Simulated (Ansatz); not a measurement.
`C[SiH2]B1N[SiH2]1` + `B[SeH]` → `B[Se][SiH2]C` + `B1N[SiH2]1`  (cleavage of the Si–B bond)

Computed with Ansatz on PBE0-D4/def2-TZVP structures; ΔE is electronic, products minus reactants. CCSD(T)/CBS is the MP2 limit (def2-TZVPP, def2-QZVPP) plus CCSD(T) − MP2 in def2-TZVPP, frozen cores. DFT in def2-TZVPP. B3LYP here is the variant with VWN-RPA as its local correlation; programs differ in this. For Se outer-core shells are correlated without core-valence functions, which leaves a few kJ/mol of doubt a bond. Scalar relativity is left out up to krypton. One conformer a species, not always the lowest.

Task: Is it downhill or uphill in electronic energy at CCSD(T)/CBS, and by how much? (Best estimate.)

Result: The calculation gave: Downhill: ΔE = -66.4 kJ/mol.

Task: What do these levels give: PBE-D4, PBE0-D4, B3LYP-D4, ωB97X-V, ωB97M-V, r2SCAN, PBE0, B3LYP, HF/def2-QZVPP, SCS-MP2/def2-QZVPP, MP2/CBS(def2), CCSD/CBS(def2)? (Estimate.)

Result: Computed: PBE-D4 -56.3, PBE0-D4 -60.7, B3LYP-D4 -61.8, ωB97X-V -63.0, ωB97M-V -66.8, r2SCAN -61.9, PBE0 -59.2, B3LYP -58.4, HF/def2-QZVPP -69.6, SCS-MP2/def2-QZVPP -70.7, MP2/CBS(def2) -76.3, CCSD/CBS(def2) -67.0 kJ/mol.

Largest T1 diagnostic among the species: 0.014.

The D4 term adds −3.4 kJ/mol with B3LYP and −1.5 kJ/mol with PBE0; it sums over pairs of atoms, weighted by their polarisabilities, and B3LYP, whose exchange is more repulsive, gets the larger term. From PBE to PBE0 (25 % exact exchange), in def2-TZVPP and without D4, ΔE moves by −4.8 kJ/mol.
